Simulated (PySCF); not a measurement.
CH4BClS. Atoms are numbered in the order given.

```xyz
8

B     -0.3396    -0.0090     0.0000
Cl     0.6299    -1.4994     0.0000
C     -1.9020    -0.1116     0.0000
H     -2.2346    -0.6880     0.8810
H     -2.4225     0.8571     0.0000
H     -2.2346    -0.6880    -0.8810
S      0.6087     1.5221     0.0000
H     -0.4461     2.3699     0.0000
```
Charge 0, spin multiplicity 1.

The structure is a stationary point at B3LYP-D3(BJ)/def2-SVP. The values are those of a single conformer.

Method: r2SCAN/def2-TZVP in PySCF.

Symmetry labels are those of the subgroup Cs that the program uses (full group Cs).

Q: List the valence orbital energies around the gap with their symmetry. (Estimate from the structure and the level; the computed values follow.)

A: 
```
orbital  symmetry  energy (eV)
-------  --------  -----------
HOMO−7         A'       -11.05
HOMO−6         A'       -10.73
HOMO−5         A"       -10.61
HOMO−4         A'        -9.56
HOMO−3         A"        -8.71
HOMO−2         A'        -8.60
HOMO−1         A'        -7.59
HOMO           A"        -7.16
LUMO           A"        -1.53
LUMO+1         A'        -0.27
LUMO+2         A'         0.97
LUMO+3         A'         1.56
```
